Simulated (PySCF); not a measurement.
C2H5FO2Si, SMILES C[Si@H](F)OC=O. Heavy atoms are numbered as in [CH3:1][Si@H:2]([F:3])[O:4][CH:5]=[O:6]. Hydrogens are named by the atom that carries them.

Geometry: B3LYP-D3(BJ)/def2-SVP. The structure was generated by enumeration; whether it is a known compound was not checked. The values are those of a single conformer.

Computed with PBE/def2-TZVP (PySCF).

ESP charges are fitted to the potential on shells at 1.4 to 2.0 van der Waals radii. Atomic charges (e), one atom of each kind:

| atom | ESP fit | IAO | Mulliken |
|---|---|---|---|
| C1 (CH3) | -0.75 | -0.78 | -0.47 |
| Si2 (SiH) | 0.92 | 1.37 | 0.58 |
| F3 | -0.31 | -0.51 | -0.28 |
| O4 | -0.44 | -0.55 | -0.24 |
| C5 (CH) | 0.51 | 0.38 | 0.17 |
| O6 | -0.46 | -0.42 | -0.27 |
| H on C1 | 0.22 | 0.19 | 0.16 |
| H on Si2 | -0.13 | -0.14 | -0.03 |
| H on C5 | 0.05 | 0.13 | 0.10 |

Give the Mayer and Wiberg (Löwdin basis) orders of the bonds. (An estimate is asked for; the answer gives what the named calculation found.)


```json
[
 {"bond": "C1–Si2", "Mayer": "1.03", "Wiberg": "1.25"},
 {"bond": "Si2–F3", "Mayer": "1.15", "Wiberg": "1.72"},
 {"bond": "Si2–O4", "Mayer": "0.97", "Wiberg": "1.29"},
 {"bond": "O4–C5", "Mayer": "1.20", "Wiberg": "1.81"},
 {"bond": "C5–O6", "Mayer": "2.03", "Wiberg": "2.76"}
]
```
